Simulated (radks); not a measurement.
Question: Calculated with a radial shooting solver on a logarithmic mesh with Libxc functionals: non-relativistic Kohn-Sham, PBE, spin-unpolarised, spherical densities, point nucleus. Response by self-consistent Sternheimer equations with the Hartree and adiabatic LDA kernel. For heavy and open-shell atoms this level of theory can miss by tens of per cent. Rank P+, Sc+, He+, Ge, B, Ni, Al3+, Cu (NIST ground configurations) by static dipole polarisability, largest first.

Answer: Sc+ 55.78, Ge 49.86, Ni 48.05, Cu 44.74, B 25.39, P+ 14.78, He+ 0.3490, Al3+ 0.2834 bohr^3.
